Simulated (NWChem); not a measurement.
Species: SnH4; SMILES [SnH4]

Results from NWChem. The geometry was optimised at PBE0/def2-SVP. def2 effective core potentials on Sn; no spin-orbit coupling. Total energies compare along this basis series because the functional is fixed.

```tsv
level	basis functions	energy (Ha)	highest occupied level (eV)	orbital gap (eV)	relative time
PBE0/def2-SVP	46	-216.6538	-9.11	10.11	1
PBE0/def2-SVPD	64	-216.6546	-9.15	9.04	2
PBE0/def2-TZVP	74	-216.6647	-9.15	9.77	2
PBE0/def2-TZVPP	106	-216.6654	-9.15	9.77	4
PBE0/def2-QZVP	202	-216.6676	-9.15	9.45	30
```

The last column is a rough cost ratio, cheapest run = 1.
